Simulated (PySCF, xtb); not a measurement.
AsH5OSi, SMILES O[SiH2][AsH2]. The values are those of a single conformer.

Harmonic wavenumbers (cm⁻¹) from GFN2-xTB (xtb 6.7.1) at its own minimum, in rising order: 75, 157, 215, 351, 408, 600, 623, 673, 734, 781, 798, 876, 1014, 1850, 1897, 2159, 2277, 3668.

Task: What does PySCF with PBE0-D3(BJ)/def2-SVP give at its own minimum? (The exact figures need the calculation; the answer reports its results.)

Result: 146, 160, 239, 352, 415, 575, 673, 759, 826, 891, 901, 939, 997, 2204, 2206, 2226, 2265, 3931. Paired by order, the mean absolute difference is 92 cm⁻¹ and the zero-point energies are 27.4 and 29.6 kcal/mol.
